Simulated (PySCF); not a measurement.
C₂H₄N, charge +2, doublet, geometry from GFN2-xTB of the parent state (a state made from the parent by changing its charge; the spin is typed, not shown lowest); M062X/6-31G* (PySCF).

PySCF was given this input:
```python
from pyscf import gto, scf, dft

mol = gto.Mole()
mol.atom = '''
    C     1.13632705   -0.22459938   -0.24900414
    N     0.01067356    0.38315855   -0.09788839
    C    -1.14308609   -0.01803587    0.31099199
    H     1.22560615   -1.30013518   -0.36821381
    H     2.02550454    0.37542219   -0.33831834
    H    -1.99841828    0.59691774    0.08990737
    H    -1.28685313   -0.89850310    0.92991642
'''
mol.basis = '6-31g*'
mol.charge = 2
mol.spin = 1
mol.verbose = 3
mol.build()

mf = dft.UKS(mol)
mf.xc = 'm062x'
mf.kernel()
mf.analyze()
```

Problem. Predict the main parts of the log of this PySCF run.

Solution. 
```
converged SCF energy = -132.271827128927  <S^2> = 0.75913898  2S+1 = 2.0091182
**** MO energy ****
                             alpha | beta                alpha | beta
MO #1   energy= -15.4444044729527  | -15.4323346825003  occ= 1 | 1
MO #2   energy= -11.214306037556   | -11.2140151620062  occ= 1 | 1
MO #3   energy= -11.2142847020339  | -11.2139956712935  occ= 1 | 1
MO #4   energy= -1.69398662613806  | -1.65933073039737  occ= 1 | 1
MO #5   energy= -1.42876092972077  | -1.41273037734035  occ= 1 | 1
MO #6   energy= -1.23134616940476  | -1.20498165606046  occ= 1 | 1
MO #7   energy= -1.16042334041643  | -1.13566340326302  occ= 1 | 1
MO #8   energy= -1.15483163699668  | -1.1108545598549   occ= 1 | 1
MO #9   energy= -1.08676705987804  | -1.05976876604996  occ= 1 | 1
MO #10  energy= -1.00691887312668  | -0.991806203589705 occ= 1 | 1
MO #11  energy= -0.956810949000917 | -0.697734763978571 occ= 1 | 0
MO #12  energy= -0.626295559648041 | -0.608152032546797 occ= 0 | 0
MO #13  energy= -0.495178005750088 | -0.477705273587482 occ= 0 | 0
MO #14  energy= -0.284413503364023 | -0.287765553266194 occ= 0 | 0
MO #15  energy= -0.261945243816083 | -0.262396274393355 occ= 0 | 0
MO #16  energy= -0.25226395039374  | -0.247426102114986 occ= 0 | 0
MO #17  energy= -0.221689607270271 | -0.21946180879655  occ= 0 | 0
MO #18  energy= -0.220647072472841 | -0.217444059122905 occ= 0 | 0
MO #19  energy= -0.115981337607169 | -0.110496924552044 occ= 0 | 0

To work with the spin densities directly, `use mulliken_meta_spin()` only printing them here.

 ** Mulliken spin pop alpha/beta on meta-lowdin orthogonal AOs **
 ** Mulliken Spin Density (per atom)  **
spin density of  0 C =      0.01135
spin density of  1 N =      0.80173
spin density of  2 C =      0.01133
spin density of  3 H =      0.05841
spin density of  4 H =      0.02934
spin density of  5 H =      0.02930
spin density of  6 H =      0.05852
 ** Mulliken pop alpha/beta on meta-lowdin orthogonal AOs **
 ** Mulliken atomic charges   ( Nelec_alpha | Nelec_beta ) **
charge of  0C =      0.28843  (     2.86146      2.85011 )
charge of  1N =      0.24059  (     3.78057      2.97884 )
charge of  2C =      0.28839  (     2.86147      2.85014 )
charge of  3H =      0.29542  (     0.38149      0.32308 )
charge of  4H =      0.29586  (     0.36674      0.33740 )
charge of  5H =      0.29587  (     0.36672      0.33741 )
charge of  6H =      0.29543  (     0.38155      0.32302 )

WARN: System has nonzero charge 2; the dipole moment is origin-dependent.
Location of origin: [0. 0. 0.]

Dipole moment(X, Y, Z, Debye): -0.04246, -1.51172,  0.38605
```
